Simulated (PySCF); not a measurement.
## Which determinant of InO⁺ lies lowest?

Unrestricted PBE0; In def2-SVPD with ECP28, O def2-SVPD; scalar-relativistic core potentials (PySCF 2.14). Outer shells of the fragments: In+ 4d10 5s2; O 2s2 2p4.

Followed along the bond (rough minima from three points):

```json
{"2Ms+1": "3", "unpaired": "π ↑↑", "⟨S²⟩ at the start": "2.01", "R at minimum (Å)": "2.98", "Te (eV)": "0.00"}
{"2Ms+1": "3", "unpaired": "σ ↑, π ↑", "⟨S²⟩ at the start": "2.02", "R at minimum (Å)": "2.31", "Te (eV)": "0.13"}
{"2Ms+1": "1", "unpaired": "σ ↓, π ↑", "⟨S²⟩ at the start": "1.01", "R at minimum (Å)": "2.12", "Te (eV)": "0.59"}
{"2Ms+1": "1", "unpaired": "none", "⟨S²⟩ at the start": "0.00", "R at minimum (Å)": "none in the scan", "Te (eV)": "≤ 1.54"}
```

Solutions found at the starting distance of 2.090 Å, counted from the lowest of them; the search is not exhaustive and high or unbound solutions are not listed, so other states can lie among these:

| 2Ms+1 | unpaired | term | E (eV) | ⟨S²⟩ | ⟨Lz²⟩ | μ (D) |
| --- | --- | --- | --- | --- | --- | --- |
| 3 | σ ↑, π ↑ | ³Π | 0.00 | 2.02 | 1.01 | -1.95 |
| 1 | σ ↓, π ↑ | mixed | 0.41 | 1.01 | 1.01 | -2.45 |
| 3 | π ↑↑ | ³Σ⁻ | 1.01 | 2.01 | 0.00 | 1.67 |
| 1 | none | ¹Σ⁺ | 1.57 | 0.00 | 0.00 | -4.61 |
| 1 | π ↑↓ | mixed | 1.80 | 1.00 | 2.01 | 1.66 |
| 3 | σ ↑↑ | ³Σ⁺ | 3.10 | 2.00 | 0.00 | -4.78 |
| 1 | none | mixed | 4.03 | 0.00 | 2.00 | 1.63 |
| 1 | π ↑↓ | mixed | 5.19 | 1.43 | 2.01 | -1.45 |
| 3 | π ↑↑ | mixed | 5.40 | 2.15 | 2.01 | -2.22 |
| 3 | π ↑↑ | mixed | 5.54 | 2.15 | 2.01 | -2.16 |

A term symbol is given only where ⟨S²⟩ and ⟨Lz²⟩ are close to those of a pure state; real π, δ and φ orbitals otherwise mix terms. A positive dipole points towards O; it is taken about the centre of mass and depends on that origin.

Compare the gap between the two lowest followed solutions at the starting distance with the gap between their minima.

At PBE0 the second solution (triplet, unpaired electrons σ ↑, π ↑) lies -1.01 eV from the first (triplet, unpaired electrons π ↑↑) at 2.090 Å and +0.13 eV at the minima; the two curves relax by different amounts, since their minima lie near 2.31 and 2.98 Å.

Spin–orbit coupling is left out. Counting both spins, an empty level lies below a filled one in some of these solutions, because spin and occupation are held.
